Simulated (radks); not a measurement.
Values are calculated unless marked as measured or tabulated.
Ru42+, 2 electrons, occupied as [He] (the NIST ground configuration). Level of theory: Dirac Kohn-Sham, PBE, spin-unpolarised, spherical densities, point nucleus (a radial shooting solver on a logarithmic mesh with Libxc functionals).

Normalised radial functions P(r) = r R(r) (large component), r in bohr:

r	1s1/2
0.001663	1.0261
0.001787	1.0925
0.001936	1.1708
0.002081	1.2455
0.002254	1.3333
0.002422	1.4168
0.002624	1.5149
0.00282	1.6078
0.00303	1.7054
0.003283	1.8193
0.003528	1.9268
0.003821	2.0518
0.004107	2.1691
0.004413	2.2911
0.004781	2.4318
0.005138	2.5628
0.005566	2.7130
0.005981	2.8519
0.006428	2.9938
0.006963	3.1543
0.007483	3.3007
0.008106	3.4643
0.008711	3.6115
0.009437	3.7736
0.01014	3.9169
0.0109	4.0562
0.01181	4.2047
0.01269	4.3307
0.01374	4.4600
0.01477	4.5648
0.01587	4.6564
0.0172	4.7403
0.01848	4.7975
0.02002	4.8380
0.02151	4.8516
0.0233	4.8391
0.02504	4.8012
0.02691	4.7369
0.02916	4.6333
0.03133	4.5107
0.03394	4.3422
0.03648	4.1623
0.0392	3.9574
0.04246	3.7029
0.04563	3.4531
0.04943	3.1571
0.05312	2.8786
0.05709	2.5937
0.06185	2.2756
0.06646	1.9935
0.072	1.6910
0.07737	1.4337
0.08382	1.1694
0.09007	0.9543
0.0968	0.7633
0.1049	0.5805
0.1127	0.4427
0.1221	0.3179
0.1312	0.2293

1s1/2: eigenvalue -25996 eV, 0 radial nodes, <r> = 0.0332 bohr, 90 % of the charge inside 0.0595 bohr.
